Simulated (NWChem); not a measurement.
Program: NWChem. System: formamidinium (CH5N2 (+1)), charge 1, spin multiplicity 1, at a geometry optimised with PBE0/def2-SVP. Level: evGW@PBE0/def2-TZVP, RI basis def2-tzvp-rifit, 6 cycles.

NWChem printed:

```
             Northwest Computational Chemistry Package (NWChem) 7.3.0
             --------------------------------------------------------

                                NWChem Input Module
                                -------------------

 Scaling coordinates for geometry "geometry" by  1.889725989
 (inverse scale =  0.529177249)

 Turning off AUTOSYM since
 SYMMETRY directive was detected!

                             Geometry "geometry" -> ""
                             -------------------------

 Output coordinates in angstroms (scale by  1.889725989 to convert to a.u.)

  No.       Tag          Charge          X              Y              Z
 ---- ---------------- ---------- -------------- -------------- --------------
    1 N                    7.0000    -1.16424400     0.00000000     0.17383100
    2 C                    6.0000     0.00000000     0.00000000    -0.42160400
    3 N                    7.0000     1.16424400     0.00000000     0.17383100
    4 H                    1.0000    -1.27247700     0.00000000     1.18551200
    5 H                    1.0000    -2.01668300     0.00000000    -0.37879000
    6 H                    1.0000     0.00000000     0.00000000    -1.51746000
    7 H                    1.0000     1.27247700     0.00000000     1.18551200
    8 H                    1.0000     2.01668300     0.00000000    -0.37879000

 Effective nuclear repulsion energy (a.u.)      79.6080644585

            Nuclear Dipole moment (a.u.)
            ----------------------------
        X                 Y               Z
 ---------------- ---------------- ----------------
     0.0000000000     0.0000000000    -0.0000113384

      Symmetry information
      --------------------

 Group name             C2v
 Group number             16
 Group order               4
 No. of unique centers     5

      Symmetry unique atoms

     1    2    4    5    6


 Summary of "ao basis" -> "" (spherical)
 ------------------------------------------------------------------------------
       Tag                 Description            Shells   Functions and Types
 ---------------- ------------------------------  ------  ---------------------
 *                         def2-tzvp                  on all atoms

 new library libraries.bse/

 Summary of "ri basis" -> "" (spherical)
 ------------------------------------------------------------------------------
       Tag                 Description            Shells   Functions and Types
 ---------------- ------------------------------  ------  ---------------------
 *                      def2-tzvp-rifit               on all atoms

                                 NWChem DFT Module
                                 -----------------

 Summary of "ao basis" -> "ao basis" (spherical)
 ------------------------------------------------------------------------------
       Tag                 Description            Shells   Functions and Types
 ---------------- ------------------------------  ------  ---------------------
 N                         def2-tzvp                11       31   5s3p2d1f
 C                         def2-tzvp                11       31   5s3p2d1f
 H                         def2-tzvp                 4        6   3s1p

 Summary of "ao basis" -> "ao basis" (spherical)
 ------------------------------------------------------------------------------
       Tag                 Description            Shells   Functions and Types
 ---------------- ------------------------------  ------  ---------------------
 N                         def2-tzvp                11       31   5s3p2d1f
 C                         def2-tzvp                11       31   5s3p2d1f
 H                         def2-tzvp                 4        6   3s1p

      Symmetry analysis of basis
      --------------------------

        a1         49
        a2         15
        b1         39
        b2         20

            General Information
            -------------------
          SCF calculation type: DFT
          Wavefunction type:  closed shell.
          No. of atoms     :     8
          No. of electrons :    24
           Alpha electrons :    12
            Beta electrons :    12
          Charge           :     1
[...]
@GW        87         86.163           0.000
@GW        88         91.266           0.000
@GW        89         92.445           0.000
@GW        90         95.469           0.000
@GW        91         97.662           0.000
@GW        92         99.479           0.000
@GW        93        100.204           0.000
@GW        94        104.308           0.000
@GW        95        108.668           0.000
@GW        96        115.550           0.000
@GW        97        116.210           0.000
@GW        98        116.116           0.000
@GW        99        118.726           0.000
@GW       100        123.041           0.000
@GW       101        126.346           0.000
@GW       102        125.542           0.000
@GW       103        129.054           0.000
@GW       104        129.902           0.000
@GW       105        131.729           0.000
@GW       106        132.727           0.000
@GW       107        134.901           0.000
@GW       108        137.398           0.000
@GW       109        138.832           0.000
@GW       110        143.276           0.000
@GW       111        144.678           0.000
@GW       112        144.378           0.000
@GW       113        144.975           0.000
@GW       114        145.732           0.000
@GW       115        147.462           0.000
@GW       116        149.829           0.000
@GW       117        151.297           0.000
@GW       118        154.859           0.000
@GW       119        165.904           0.000
@GW       120        166.960           0.000
@GW       121        637.356           0.000
@GW       122        881.579           0.000
@GW       123        886.298           0.000

  *** G5W5

          Computing RPA polarizability
          Solving quasiparticle equations

                  Alpha Orbitals
          State     Energy (eV)     Error (eV)
          -----------------------------------
@GW         1       -414.814           0.000
@GW         2       -414.813           0.000
@GW         3       -302.258           0.000
@GW         4        -37.481           0.000
@GW         5        -34.991           0.000
@GW         6        -28.414           0.000
@GW         7        -26.112           0.000
@GW         8        -25.309           0.000
@GW         9        -23.463           0.000
@GW        10        -21.699           0.000
@GW        11        -20.695           0.000
@GW        12        -16.976           0.000
@GW        13         -3.308           0.000
@GW        14         -2.207           0.000
@GW        15         -1.424           0.000
@GW        16         -1.341           0.000
@GW        17          0.360           0.000
@GW        18          0.635           0.000
@GW        19          1.517           0.000
@GW        20          2.591           0.000
@GW        21          2.868           0.000
@GW        22          4.516           0.000
@GW        23          4.936           0.000
@GW        24          6.538           0.000
@GW        25          7.192           0.000
@GW        26          7.640           0.000
@GW        27          7.577           0.000
@GW        28          8.378           0.000
@GW        29          8.012           0.000
@GW        30         10.131           0.000
@GW        31         10.154           0.000
@GW        32         11.371           0.000
@GW        33         11.982           0.000
@GW        34         13.109           0.000
@GW        35         14.226           0.000
@GW        36         13.609           0.000
@GW        37         15.824           0.000
@GW        38         17.016           0.000
@GW        39         17.899           0.000
@GW        40         21.823           0.000
@GW        41         23.930           0.000
@GW        42         24.520           0.000
@GW        43         25.467           0.000
@GW        44         28.969           0.000
@GW        45         29.489           0.000
@GW        46         32.792           0.000
@GW        47         34.540           0.000
@GW        48         34.089           0.000
@GW        49         36.003           0.000
@GW        50         36.908           0.000
@GW        51         37.047           0.000
@GW        52         38.021           0.000
@GW        53         37.949           0.000
@GW        54         40.318           0.000
@GW        55         42.034           0.000
@GW        56         44.309           0.000
@GW        57         44.905           0.000
@GW        58         43.918           0.000
@GW        59         45.204           0.000
@GW        60         47.924           0.000
@GW        61         48.339           0.000
@GW        62         49.665           0.000
@GW        63         50.120           0.000
@GW        64         54.304           0.000
@GW        65         55.303           0.000
@GW        66         58.054           0.000
@GW        67         60.216           0.000
@GW        68         60.731           0.000
@GW        69         59.933           0.000
@GW        70         60.784           0.000
@GW        71         63.715           0.000
@GW        72         66.858           0.000
@GW        73         66.177           0.000
@GW        74         68.975           0.000
@GW        75         70.063           0.000
@GW        76         73.099           0.000
@GW        77         73.496           0.000
@GW        78         74.578           0.000
@GW        79         75.491           0.000
@GW        80         78.016           0.000
@GW        81         80.195           0.000
@GW        82         81.242           0.000
@GW        83         81.380           0.000
@GW        84         84.352           0.000
@GW        85         86.716           0.000
@GW        86         87.387           0.000
@GW        87         86.196           0.000
@GW        88         91.266           0.000
@GW        89         92.462           0.000
@GW        90         95.470           0.000
@GW        91         97.676           0.000
@GW        92         99.504           0.000
@GW        93        100.038           0.000
@GW        94        104.337           0.000
@GW        95        108.643           0.000
@GW        96        115.455           0.000
@GW        97        116.221           0.000
@GW        98        116.104           0.000
@GW        99        118.733           0.000
@GW       100        123.053           0.000
@GW       101        126.318           0.000
@GW       102        125.546           0.000
@GW       103        129.090           0.000
@GW       104        129.890           0.000
@GW       105        131.727           0.000
@GW       106        132.690           0.000
@GW       107        134.939           0.000
@GW       108        136.917           0.000
@GW       109        138.749           0.000
@GW       110        143.259           0.000
@GW       111        144.715           0.000
@GW       112        144.367           0.000
@GW       113        144.977           0.000
@GW       114        145.836           0.000
@GW       115        147.454           0.000
@GW       116        149.829           0.000
@GW       117        151.315           0.000
@GW       118        154.850           0.000
@GW       119        165.754           0.000
@GW       120        166.897           0.000
@GW       121        637.496           0.000
@GW       122        881.592           0.000
@GW       123        886.315           0.000

     GW Timing Statistics
   ------------------------
   Init.   :          0.1s
     ERIs  :          1.4s
     Distr.:          0.1s
     Vxc   :          0.9s
   Sigma_x :          0.0s
   RPA     :          3.2s
   Wmn     :          3.0s
   Sigma_c :          2.1s
   GW total:         10.8s

 Task  times  cpu:       10.8s     wall:       10.8s

 Total times  cpu:       17.4s     wall:       17.4s
```

Q: Write an NWChem input that would produce this output.

A: Several could match; the one computed here: 
```
start mol
memory heap 200 mb stack 700 mb global 1700 mb
charge 1
geometry units angstroms nocenter noautoz
  N     -1.164244     0.000000     0.173831
  C      0.000000     0.000000    -0.421604
  N      1.164244     0.000000     0.173831
  H     -1.272477     0.000000     1.185512
  H     -2.016683     0.000000    -0.378790
  H      0.000000     0.000000    -1.517460
  H      1.272477     0.000000     1.185512
  H      2.016683     0.000000    -0.378790
  symmetry group C2v
end
basis spherical
  * library def2-tzvp
end
basis "ri basis" bse spherical
  * library def2-tzvp-rifit
end
dft
  xc pbe0
  iterations 100
  direct
  tolerances tight
end
task dft energy
gw
  evgw 6
  states alpha occ -1 vir -1
end
task dft gw
```
